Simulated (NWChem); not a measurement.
Species: CH4OSi, singlet; SMILES O[Si]C

```xyz
7

Si     0.6239     0.1532    -0.0015
C     -0.4257    -1.4440     0.0042
H     -0.2195    -2.0225    -0.9245
H     -1.5147    -1.2446     0.0732
H     -0.1142    -2.1016     0.8457
O     -0.6627     1.2657     0.0006
H     -0.3375     2.1860    -0.0075
```
Atoms are numbered in this order, from 1.

Program: NWChem. Pople sets run with spherical d functions. Low-valent species are run as closed-shell singlets; no triplet was tried in these runs. The geometry was optimised at PBE-D3(BJ)/def2-SVP. Level: PBE0/6-31+G*; rows give the wavelength of the field.

For field 1065 nm:

```yaml
isotropic polarisability (bohr³): 49.5
```

**Question.** How do the values read with field static instead?

**Answer.** 
- isotropic polarisability (bohr³) = 48.3
